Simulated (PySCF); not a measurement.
## What builds the second ionisation energy along the 5p block

Calculated with PySCF 2.14 from differences of total energies of unrestricted determinants, without spin-orbit coupling. Each column adds one step, in eV (sums use unrounded values): valence MP2, valence CCSD, valence triples, then the next inner shell at CCSD(T) (In 4s 4p 4d, Sn 4s 4p 4d, Sb 4s 4p 4d, Te 4s 4p 4d, I 4s 4p 4d, Xe 4s 4p 4d). References (NIST) marked * lie between the lowest fine-structure levels; the others compare directly ((s) semi-empirical, (t) theoretical).

```csv
element,UHF,+ MP2,+ CCSD,+ (T),+ inner shell,sum,reference
"In [Kr] 4d10 5s2 → [Kr] 4d10 5s1 (ANO-RCC-VTZP, spin-free X2C)",17.022,0.603,0.264,0.000,0.832,18.721,18.870
"Sn [Kr] 4d10 5s2 5p1 → [Kr] 4d10 5s2 (ANO-RCC-VTZP, spin-free X2C)",13.755,0.186,0.068,0.015,0.122,14.145,14.282
"Sb [Kr] 4d10 5s2 5p2 → [Kr] 4d10 5s2 5p1 (ANO-RCC-VTZP, spin-free X2C)",16.046,0.304,0.039,0.019,0.115,16.523,16.626 ± 0.025 *
"Te [Kr] 4d10 5s2 5p3 → [Kr] 4d10 5s2 5p2 (ANO-RCC-VTZP, spin-free X2C)",18.435,0.426,-0.010,0.025,0.103,18.979,18.6 ± 0.4 *
"I [Kr] 4d10 5s2 5p4 → [Kr] 4d10 5s2 5p3 (ANO-RCC-VTZP, spin-free X2C)",17.718,0.637,0.139,0.025,0.126,18.646,18.750
"Xe [Kr] 4d10 5s2 5p5 → [Kr] 4d10 5s2 5p4 (ANO-RCC-VTZP, spin-free X2C)",20.096,0.762,0.038,0.029,0.116,21.040,20.975 (s) *
```

What remains against the references is mostly basis incompleteness and, for starred values, spin-orbit coupling.

These are valence bases, so the inner-shell step is incomplete.
